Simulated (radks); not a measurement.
Species: Mo2.25+. Configuration: [Kr] 4d(up 2.75, down 1) (fractional occupations, a model configuration).

Method: scalar-relativistic Kohn-Sham, BLYP, spin-polarised, spherical densities, finite nucleus; Fermi nuclear charge, rms radius 4.4091 fm; computed with a radial shooting solver on a logarithmic mesh with Libxc functionals.

Energy parts (eV):
part                       energy
total                 -110154.142
kinetic                113581.447
electron-nucleus      -264594.696
Hartree                 44217.347
exchange-correlation    -3358.240

Orbitals (lengths in bohr, moments of r in powers of bohr; r(max) is where P^2 peaks):
orbital  occ.  eigenvalue (eV)   r(max)
1s down     1        -19847.72  0.02287
1s up       1        -19847.71  0.02287
2s up       1        -2822.127   0.1296
2s down     1        -2821.918   0.1296
2p up       3        -2525.597   0.1035
2p down     3        -2525.441   0.1035
3s up       1        -498.2113   0.3836
3s down     1        -498.0986   0.3836
3p up       3        -401.0744   0.3771
3p down     3        -400.9480   0.3771
3d up       5        -242.9574   0.3223
3d down     5        -242.7630   0.3224
4s up       1         -86.3547   0.9878
4s down     1         -85.2464   0.9855
4p up       3         -60.3056    1.068
4p down     3         -59.1005    1.065
4d up    2.75         -24.1549    1.339
4d down     1         -22.9449    1.337

The highest occupied level is 4d down at -22.945 eV. Spin moment in Bohr magnetons: 1.75. The electron density at the nucleus is 9.271e+04 e/bohr^3 (large components only). Summed over all electrons, <r^2> = 29.89 bohr^2, which gives a Langevin (diamagnetic) susceptibility term of -23.7 x 10^-6 cm^3/mol. The spin density at the nucleus is -1.364 e/bohr^3 (1s -0.012, 2s -0.363, 3s 0.207, 4s -1.196). The density falls to 0.001 e/bohr^3 at r = 3.53 bohr.
